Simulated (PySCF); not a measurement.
# ORD: `C[C@@H]1[C@H](O)C[Si@]1(C)F`, C$_{5}$H$_{11}$FOSi

Geometry:
| atom | x (Å) | y (Å) | z (Å) |
| --- | --- | --- | --- |
| C1 | -1.765 | 0.191 | 1.263 |
| C2 | -0.638 | 0.660 | 0.351 |
| C3 | -0.800 | 0.182 | -1.118 |
| O4 | -2.112 | -0.212 | -1.417 |
| C5 | 0.251 | -0.956 | -1.148 |
| Si6 | 0.990 | -0.338 | 0.493 |
| C7 | 2.682 | 0.500 | 0.544 |
| F8 | 0.988 | -1.460 | 1.670 |
| H9 | -1.585 | 0.527 | 2.282 |
| H10 | -1.834 | -0.893 | 1.263 |
| H11 | -2.716 | 0.592 | 0.919 |
| H12 | -0.580 | 1.748 | 0.406 |
| H13 | -0.487 | 0.987 | -1.801 |
| H14 | -2.118 | -0.612 | -2.293 |
| H15 | 0.853 | -0.978 | -2.053 |
| H16 | -0.241 | -1.923 | -1.048 |
| H17 | 2.839 | 0.995 | 1.497 |
| H18 | 3.469 | -0.238 | 0.425 |
| H19 | 2.793 | 1.239 | -0.242 |

The calculation used TDDFT PBE0/def2-SVPD circular dichroism and optical rotation, one conformer, gas phase in PySCF. Geometry: GFN2-xTB.

The molecule is flexible and this is one conformer; a measurement averages over conformers. States above about 7.5 eV (minus the energy of the highest occupied orbital) lie near or above the ionisation threshold and depend on the basis.

Stereocentres: C2 R, C3 R, Si6 S.

Problem. What is the specific rotation at 633, 589.3, 546, 436, 405, 365, 355 nm?

Solution. [α] in deg dm⁻¹ (g/mL)⁻¹:
```
λ (nm)  origin-invariant length gauge  modified velocity gauge  length gauge (centre of mass)  isotropic polarisability (au)
   633                          -46.5                    -54.8                          -46.2                           88.6
 589.3                          -54.6                    -64.3                          -54.2                           88.9
   546                          -64.9                    -76.4                          -64.5                           89.3
   436                         -111.6                   -131.0                         -111.0                           90.8
   405                         -135.2                   -158.4                         -134.5                           91.5
   365                         -180.4                   -210.7                         -179.6                           92.7
   355                         -195.8                   -228.3                         -194.9                           93.1
```

Problem. And for the mirror image at 589.3 nm?

Solution. +54.6 deg dm⁻¹ (g/mL)⁻¹ (origin-invariant length gauge): the same size and the opposite sign.

Problem. What is the molar rotation [Φ] = [α]·M/100 of the geometry above at 589.3 nm?

Solution. With M = 134.22 g/mol, -73.2 deg cm² dmol⁻¹ (origin-invariant length gauge).

The first excitation lies at 6.55 eV (189 nm) with R = -9.3 × 10⁻⁴⁰ esu² cm² (velocity form).
